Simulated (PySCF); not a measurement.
# Computed properties of Se(iPr)(SH) (C₃H₈SSe), SMILES CC(C)[Se]S

Se(iPr)(SH) (C3H8SSe), SMILES CC(C)[Se]S. Geometry: PBE0-D3(BJ)/def2-SVP. The values are those of a single conformer. All values are computed for the isolated molecule unless a solvent is named; none is compared with measurement here.

**Structure.** All 33 harmonic modes at PBE0-D3(BJ)/def2-SVP (PySCF) are real, so it is a minimum. With heavy atoms numbered as in [Se:1]([CH:2]([CH3:3])[CH3:4])[SH:12], the shortest bond between them is C2–C4 at 1.514 Å and the longest Se1–S12 at 2.202 Å.

**Vibrations.** The strongest infrared lines (harmonic, unscaled, degenerate partners summed) lie at 1234 cm⁻¹ (32 km/mol, H 72 %, C 28 %), 3048 cm⁻¹ (21 km/mol, H 97 %), 3045 cm⁻¹ (19 km/mol, H 97 %). The softest mode is at 56 cm⁻¹ and the zero-point energy is 65.2 kcal/mol.

**Electronic structure.** PBE0/def2-TZVP (PySCF) places the frontier levels at -6.60 and -0.98 eV, a gap of 5.62 eV, and gives a dipole moment of 2.08 D and a mean polarisability of 83.9 bohr³. PBE/def2-TZVP (PySCF) at the same geometry gives -5.45 and -1.90 eV, so its gap is 2.07 eV narrower. An orbital gap is neither the optical nor the fundamental gap.

**Excitations.** TDA-ωB97X/def2-SVPD (PySCF) has S1 at 4.17 eV (297 nm, f = 0.003, weak); the most intense of the 10 singlets computed lies at 7.34 eV (f = 0.07). T1 (TDA) is at 3.49 eV, 0.68 eV under S1. TDA-PBE/def2-SVPD (PySCF) puts S1 at 3.73 eV. No vertical singlet excitation falls in the visible range (under 3.1 eV).

**NMR.** GIAO shifts at B3LYP/pcSseg-1 (PySCF) (non-relativistic, atoms alike by connectivity averaged): ¹³C from 25.2 to 51.9 ppm against TMS; ¹H from 1.7 to 3.0 ppm against TMS.
